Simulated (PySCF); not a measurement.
Method: B3LYP-D3(BJ)/def2-TZVP // PBE0-D3(BJ)/def2-TZVP run with PySCF 2.14.0. All species are isolated molecules in the gas phase. One relaxed conformer stands for a flexible species; it need not be the lowest. B3LYP has the VWN-RPA correlation part, as in Gaussian. Excitations are Tamm–Dancoff values on a coarser integration grid. The basis has no diffuse functions, so Rydberg states are missing or too high.

Reference species (SMILES): `[SiH3][Ga]([SH])[SH]` (S–Ga–S–H torsion -179°, S–Ga–S–H torsion 0°) (neutral, multiplicity 1).

* **HOMO**: -7.20 eV
* **T1 excitation (TDA)**: 4.17 eV
* **LUMO**: -1.76 eV

Changed species: `[SiH3][Ga]([SiH3])[SH]` (Si–Ga–S–H torsion 1°) (1 of 3 SiH3 replaced by SH; the reference has 2 of 3 SiH3 replaced by SH).

**Question.** Give the shifts of the HOMO, T1 excitation (TDA) and LUMO.

**Answer.** the HOMO hardly moves; the T1 excitation (TDA) drops by 0.70 eV, to 3.47 eV; the LUMO falls by 0.49 eV, to -2.25 eV.
